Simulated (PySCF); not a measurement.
# Sulfur: a sound run and one with changed settings

Sound run: S⁺ [Ne] 3s2 3p3, S²⁺ [Ne] 3s2 3p2. Computed with PySCF 2.14 in def2-TZVP (5s5p2d1f, 37 functions), with no relativity, point nucleus. The sound run starts from symmetry-adapted Hartree-Fock orbitals and uses a fine grid where one is needed.

Changed run: 6 angular points. This setting is unsound on purpose.

| species | method | sound run (hartree) | changed run (hartree) | converged |
| --- | --- | --- | --- | --- |
| S⁺ | UHF | -397.16268 | -397.16268 | yes |
| S⁺ | BP86 | -397.76075 | -399.14396 | yes |
| S⁺ | TPSS | -397.75122 | -399.30880 | yes |
| S²⁺ | UHF | -396.32774 | -396.32774 | yes |
| S²⁺ | BP86 | -396.90263 | -397.92026 | yes |
| S²⁺ | TPSS | -396.89223 | -398.03042 | yes |

Ionisation energy of S⁺:

| method | sound run (eV) | changed run (eV) |
| --- | --- | --- |
| UHF | 22.720 | 22.720 |

A coarse angular grid integrates products of high-l functions wrongly, so density functionals can shift, and the SCF can exploit the error; Hartree-Fock and MP2 need no grid.

For comparison, NIST gives 23.338 eV between the lowest levels.
